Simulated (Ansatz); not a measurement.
A run for Ansatz (an electronic-structure program): R-CCSD(T)/cc-pV(T+d)Z on BF2H3Si (SMILES FB(F)[SiH3]), a point of a torsion scan. Files ending in .json are basis or fitting sets from the Basis Set Exchange.

Ansatz 0.2 input:
```yaml
crystal:
  periodic: [false, false, false]
  atoms:
    - {symbol: F, position_ang: [1.82982127, -1.21922061, 0.03750161]}
    - {symbol: B, position_ang: [1.15270041, -0.08534142, 0.00535957]}
    - {symbol: F, position_ang: [1.95655479, 0.96322315, 0.00036100]}
    - {symbol: Si, position_ang: [-0.82678700, 0.03897095, -0.03088062]}
    - {symbol: H, position_ang: [-1.34379648, 0.77475555, 1.12858213]}
    - {symbol: H, position_ang: [-1.30226748, 0.75123957, -1.22233955]}
    - {symbol: H, position_ang: [-1.47010560, -1.27725942, -0.02900479]}
basis:
  gaussian:
    orbitals: cc-pV_T+d_Z.json
magnetization: {spin_polarized: false}
correlation: {method: ccsd_t, electrons: outside_noble_gas}
scf: {lower_state_search: off}
```

### Question
What total energy does the run end on?

### Answer
-515.2254 hartree (reference determinant -514.4541, T1 diagnostic 0.014).

### Question
How many basis functions does it have, and what does it roughly cost on one machine?

### Answer
171 functions; about 70 core-seconds (a rough figure).
